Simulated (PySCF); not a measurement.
**BrF₂⁻: breathing scan**

All numbers come from PBE0 in PySCF with Br def2-TZVPD, F def2-TZVPD; no relativity; density-fitted integrals.

Rigid scan from the singlet minimum (Br–F 1.960 Å (×2); F–Br–F 180.0°). Coordinate: all bonds to the central atom scaled together. Energies in kJ/mol from the minimum.

Q: Predict the curve at 0.88, 0.92, 0.96, 1.00, 1.04, 1.08, 1.14, 1.22, 1.35.

A: 
```csv
scale of all bonds to the centre,E (kJ/mol)
0.88,112.9
0.92,43.9
0.96,9.6
1.00,0.0
1.04,7.5
1.08,26.5
1.14,68.0
1.22,134.0
1.35,240.4
```

At long bonds a restricted determinant can lie too high, and another spin state can fall below this curve.

The scan took roughly 80 core-seconds on a shared host.
